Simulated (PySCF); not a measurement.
C4H3BrClF, SMILES C(=C)(/C(=C/Cl)Br)F. Atoms are numbered in the order given.

```xyz
10

C      0.1214    -2.7557     0.0000
C     -0.7079    -1.6949     0.0000
F     -2.0484    -1.8992     0.0000
C     -0.3647    -0.2676     0.0000
Br     1.4698     0.1957     0.0000
C     -1.3314     0.6871     0.0000
Cl    -1.0490     2.3777     0.0000
H      1.2078    -2.6109     0.0000
H     -0.2972    -3.7710     0.0000
H     -2.3899     0.3916     0.0000
```
Charge 0, spin multiplicity 1.

Coordinates come from a PBE-D3(BJ)/def2-SVP optimisation. The structure was generated by enumeration; whether it is a known compound was not checked. One conformer was computed; it need not be the lowest.

Level of theory: PBE-D3(BJ)/def2-SVP in PySCF 2.14.0.

Frequencies are harmonic and unscaled.

| mode | ν (cm⁻¹) | IR (km/mol) | moving atoms (share of kinetic energy) |
|---|---|---|---|
| 1 | 70 | 0.9 | C 41 %, F 32 %, H 13 % |
| 2 | 139 | 0.1 | Cl 54 %, Br 33 %, F 8 % |
| 3 | 172 | 0.1 | C 66 %, Cl 13 %, H 12 %, F 8 % |
| 4 | 192 | 0.1 | C 35 %, Br 27 %, Cl 18 %, F 12 %, H 8 % |
| 5 | 329 | 0.2 | F 48 %, Cl 19 %, C 19 %, Br 12 % |
| 6 | 370 | 1.0 | C 38 %, F 20 %, H 17 %, Br 13 %, Cl 12 % |
| 7 | 388 | 3.2 | C 78 %, H 18 % |
| 8 | 503 | 5.8 | C 56 %, H 22 %, F 13 % |
| 9 | 604 | 18.5 | C 72 %, H 10 %, F 9 % |
| 10 | 619 | 1.6 | C 76 %, H 22 % |
| 11 | 694 | 0.0 | H 88 % |
| 12 | 783 | 30.6 | H 69 %, C 31 % |
| 13 | 822 | 41.3 | H 68 %, C 32 % |
| 14 | 874 | 59.8 | C 73 %, Cl 16 %, H 9 % |
| 15 | 916 | 33.4 | H 44 %, C 28 %, F 27 % |
| 16 | 974 | 55.4 | C 71 %, H 19 %, F 10 % |
| 17 | 1209 | 16.7 | H 82 %, C 17 % |
| 18 | 1288 | 43.3 | C 78 %, H 14 %, F 8 % |
| 19 | 1332 | 6.1 | H 78 %, C 22 % |
| 20 | 1581 | 39.1 | C 96 % |
| 21 | 1664 | 71.7 | C 93 % |
| 22 | 3122 | 4.8 | H 95 % |
| 23 | 3157 | 12.2 | H 92 %, C 8 % |
| 24 | 3236 | 0.6 | H 89 %, C 11 % |
